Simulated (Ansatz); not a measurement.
H$_{12}$O$_{6}$Ti, charge +3, doublet, geometry from GFN2-xTB (such geometries of metal compounds can be far from the true shape). Base run: Ansatz (an electronic-structure program) with PBE0/STO-3G.

Geometry (Å):
```xyz
19

Ti     0.0000     0.0000     0.0000
O     -0.6280     1.6943    -0.9168
H     -1.5238     2.0853    -0.9703
H     -0.0730     2.3234    -1.4230
O      1.5569     1.0539     0.7556
H      1.5138     1.9393     1.1731
H      2.5079     0.8264     0.7996
O      1.0451    -0.4515    -1.6762
H      1.9657    -0.7686    -1.7768
H      0.7200    -0.3957    -2.5987
O     -1.0451     0.4515     1.6762
H     -1.9657     0.7686     1.7768
H     -0.7200     0.3957     2.5987
O     -1.5569    -1.0539    -0.7556
H     -1.5138    -1.9393    -1.1731
H     -2.5079    -0.8264    -0.7996
O      0.6280    -1.6943     0.9168
H      0.0730    -2.3234     1.4230
H      1.5238    -2.0853     0.9703
```
Charge +3, spin multiplicity 2.
Orbitals are unrestricted.
All else is at Ansatz's defaults.

Variants of this job, named by their change:

| change | basis functions | E (Eh) | core-seconds (rough) |
|---|---|---|---|
| base | 60 | -1291.70534 | 4 |
| basis = pcseg-0 | 102 | -1303.41055 | 20 |
| basis = 6-31G | 107 | -1306.23915 | 10 |
| basis = 3-21G | 107 | -1299.88493 | 10 |
| basis = def2-SV(P) | 132 | -1305.84936 | 10 |
| basis = pcseg-1 | 175 | -1306.20407 | 30 |
| basis = def2-SVP | 175 | -1305.96787 | 20 |
| basis = pc-1 | 175 | -1306.26910 | 30 |
| basis = 6-31G** | 186 | -1306.37262 | 40 |
| basis = cc-pVDZ | 187 | -1306.46942 | 20 |

Totals compare only among sets that treat the same electrons; sets with core potentials leave the core out.
